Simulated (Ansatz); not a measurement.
One change: `C=C(N)S[SiH3]` becomes `C=C(N)[SiH3]`.

Ansatz, PBE0-D4/def2-TZVP geometries, multiplicity 1. Each molecule was computed in one conformer, which needn't be the lowest.

```csv
property,`C=C(N)S[SiH3]`
LUMO energy (ωB97M-V/def2-TZVPP) / eV,1.89
HOMO energy (B3LYP/def2-TZVPP) / eV,-6.14
HOMO–LUMO gap (PBE0/def2-TZVPP) / eV,6.46
size of the dipole moment (ωB97M-V/def2-TZVPP) / D,1.99
LUMO energy (PBE/def2-TZVPP) / eV,-0.80
size of the dipole moment (PBE/def2-TZVPP) / D,2.07
```

Q: Give the same properties after the change, and the shifts. (An estimate is asked.)

A: Ansatz gave: 
```json
{"property": "LUMO energy (ωB97M-V/def2-TZVPP) / eV", "`C=C(N)[SiH3]`": "2.06", "shift": "0.17"}
{"property": "HOMO energy (B3LYP/def2-TZVPP) / eV", "`C=C(N)[SiH3]`": "-6.04", "shift": "0.10"}
{"property": "HOMO–LUMO gap (PBE0/def2-TZVPP) / eV", "`C=C(N)[SiH3]`": "6.44", "shift": "-0.02"}
{"property": "size of the dipole moment (ωB97M-V/def2-TZVPP) / D", "`C=C(N)[SiH3]`": "1.44", "shift": "-0.55"}
{"property": "LUMO energy (PBE/def2-TZVPP) / eV", "`C=C(N)[SiH3]`": "-0.75", "shift": "0.05"}
{"property": "size of the dipole moment (PBE/def2-TZVPP) / D", "`C=C(N)[SiH3]`": "1.56", "shift": "-0.51"}
```

The zero-point energy changes by -6.8 kJ/mol with -3 modes. Dipoles are sizes alone; their direction can turn.

B3LYP here is the variant with VWN-RPA as its local correlation; programs differ in this.
